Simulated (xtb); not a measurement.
Sn(I)(NH2) (H₂INSn), SMILES [NH2][Sn][I] (connectivity only; charge and spin as stated), neutral, multiplicity 1. All values are semi-empirical tight-binding results from xtb (GFN2-xTB unless named), good for trends rather than for accurate numbers. The structure is a stationary point at GFN2-xTB. The values are those of a single conformer.

For metal compounds this method's bond lengths and energies can be far off.

The point group as xtb finds it comes out as Cs and the orbital gap is 3.71 eV. The zero-point energy comes out as 15.0 kcal/mol. The G − E(el) at 298.15 K (modified RRHO) is -4.7 kcal/mol.
